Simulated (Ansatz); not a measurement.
CH₆AlFOSi (`C[SiH](F)[O][AlH2]`), relaxed with RKS PBE0-D4/def2-TZVP in Ansatz from a PBE-D4/def2-SVP geometry. The force threshold is 0.005 eV/Å; the program also tests the step.

Total charge 0; spin multiplicity 1.

Start:

```xyz
11

C    -0.475    0.564   -1.808
Si   -0.219    0.922    0.005
F    -1.685    1.236    0.677
O     0.441   -0.387    0.770
Al    0.840   -1.617    1.903
H     0.493    0.349   -2.304
H    -0.944    1.427   -2.321
H    -1.135   -0.318   -1.942
H     0.639    2.127    0.257
H     0.028   -1.696    3.272
H     2.019   -2.606    1.489
```

Question: By how much does the energy fall, and how many steps does the optimiser take? (Estimate.)

Answer: Computed: 9.04 kJ/mol, in 29 steps, 5 of them rejected.

Question: Which bonds change most? (Estimate.)

Answer: The calculation gave: Si2–F3 from 1.642 to 1.602 Å; Si2–O4 from 1.654 to 1.613 Å; O4–Al5 from 1.719 to 1.687 Å; C1–Si2 from 1.866 to 1.848 Å.

Question: Give the relaxed structure. (Estimate.)

Answer: The calculation gave: 
```xyz
11

C    -0.504    0.525   -1.761
Si   -0.181    0.932    0.012
F    -1.572    1.339    0.692
O     0.437   -0.333    0.801
Al    0.822   -1.591    1.857
H     0.425    0.254   -2.269
H    -0.940    1.381   -2.282
H    -1.198   -0.316   -1.848
H     0.718    2.099    0.179
H    -0.172   -1.919    3.038
H     2.166   -2.371    1.581
```
